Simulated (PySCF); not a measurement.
All values below come from PBE-D3(BJ)/def2-TZVP // r2SCAN-D4/def2-SVP run with PySCF. Isolated molecules, 0 K electronic values unless said otherwise. One relaxed conformer stands for a flexible species; it need not be the lowest. Excitations are Tamm–Dancoff values on a coarser integration grid. The basis has no diffuse functions, so Rydberg states are missing or too high.

Reference species (SMILES): `[GeH2]([SiH3])[GeH2][GeH2][GeH2][GeH2][SiH3]` (neutral, multiplicity 1).

The S1–T1 gap (TDA) is 0.76 eV and the LUMO is -1.75 eV.

Changed species: `[SiH3][GeH2][GeH2][GeH2][GeH2][SiH3]` (n = 4; the reference has n = 5).

Q: Predict the effect on the S1–T1 gap (TDA) and LUMO.

A: the S1–T1 gap (TDA) increases by 0.09 eV, to 0.85 eV; the LUMO increases by 0.12 eV, to -1.63 eV.
